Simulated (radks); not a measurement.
The palladium ion Pd2+, configuration [Kr] 4d(3/2: 4, 5/2: 3) 5s1 (not the ground configuration).

Calculated with a radial shooting solver on a logarithmic mesh with Libxc functionals: Dirac Kohn-Sham, PBE, spin-unpolarised, spherical densities, finite nucleus; Fermi nuclear charge, rms radius 4.5318 fm.

Energy parts (hartree):
total: -5045.46881
kinetic: 5270.07583
electron-nucleus: -12182.71775
Hartree: 2010.31813
exchange-correlation: -143.14502

Orbitals (lengths in bohr, moments of r in powers of bohr; r(90%) holds 90 % of the orbital's charge):
[
 {"orbital": "1s1/2", "occ.": "2", "eigenvalue (hartree)": "-888.6749", "r(90%)": "0.0571"},
 {"orbital": "2s1/2", "occ.": "2", "eigenvalue (hartree)": "-130.6903", "r(90%)": "0.214"},
 {"orbital": "2p1/2", "occ.": "2", "eigenvalue (hartree)": "-121.3048", "r(90%)": "0.192"},
 {"orbital": "2p3/2", "occ.": "4", "eigenvalue (hartree)": "-115.4474", "r(90%)": "0.199"},
 {"orbital": "3s1/2", "occ.": "2", "eigenvalue (hartree)": "-24.48866", "r(90%)": "0.559"},
 {"orbital": "3p1/2", "occ.": "2", "eigenvalue (hartree)": "-20.78482", "r(90%)": "0.560"},
 {"orbital": "3p3/2", "occ.": "4", "eigenvalue (hartree)": "-19.76359", "r(90%)": "0.575"},
 {"orbital": "3d3/2", "occ.": "4", "eigenvalue (hartree)": "-13.20762", "r(90%)": "0.564"},
 {"orbital": "3d5/2", "occ.": "6", "eigenvalue (hartree)": "-13.00396", "r(90%)": "0.569"},
 {"orbital": "4s1/2", "occ.": "2", "eigenvalue (hartree)": "-4.23330", "r(90%)": "1.36"},
 {"orbital": "4p1/2", "occ.": "2", "eigenvalue (hartree)": "-3.07853", "r(90%)": "1.48"},
 {"orbital": "4p3/2", "occ.": "4", "eigenvalue (hartree)": "-2.91029", "r(90%)": "1.53"},
 {"orbital": "4d3/2", "occ.": "4", "eigenvalue (hartree)": "-1.15611", "r(90%)": "2.06"},
 {"orbital": "4d5/2", "occ.": "3", "eigenvalue (hartree)": "-1.13549", "r(90%)": "2.09"},
 {"orbital": "5s1/2", "occ.": "1", "eigenvalue (hartree)": "-0.80555", "r(90%)": "3.66"}
]

The highest occupied level is 5s1/2 at -21.920 eV. The density falls to 0.001 e/bohr^3 at r = 3.74 bohr. The electron density at the nucleus is 1.328e+05 e/bohr^3. Summed over all electrons, <r^2> = 34.02 bohr^2, which gives a Langevin (diamagnetic) susceptibility term of -26.9 x 10^-6 cm^3/mol.
